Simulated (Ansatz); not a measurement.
## Worked example: GeH2(CH3)Br + InH3 → GeH3(CH3) + InH2Br

Species: GeH2(CH3)Br, singlet; InH3 `[InH3]`, singlet; GeH3(CH3) (methyl germane), singlet; InH2Br `[Br][InH2]`, singlet. The partners trade Br for H: Ge–Br and In–H bonds give way to Ge–H and In–Br.

Shapes, held fixed at every level: PBE0-D4/def2-TZVP. Programs: Ansatz 0.2.0. The zero-point and thermal change to 298 K, harmonic and unscaled (PBE0-D4/def2-TZVP), is +4.3 kJ/mol.

At CCSD(T)/def2-TZVPP; 1 Eh = 2625.50 kJ/mol:

```
    species   energy (Eh)
GeH2(CH3)Br  -4689.399232
       InH3   -191.238851
  GeH3(CH3)  -2117.237880
     InH2Br  -2763.423382
```

Q: Work out ΔH(298 K) of the reaction at this level.

A: 
1. Products less reactants: (-2117.237880) + (-2763.423382) − [(-4689.399232) + (-191.238851)] = -0.023179 Eh = -60.9 kJ/mol.
2. With the thermal change: -60.9 + (+4.3) = -56.6 kJ/mol.

Other levels give -64.9 (CCSD(T)/def2-SVP) to -55.6 kJ/mol (wB97X-V/def2-TZVPP). No measured value is set beside it here. For atoms past krypton def2 sets carry core potentials with scalar relativity. Relativity is left out for Br, Ge unless named. Correlated rows may include outer-core shells of Br, Ge, In, which these sets cover unevenly.
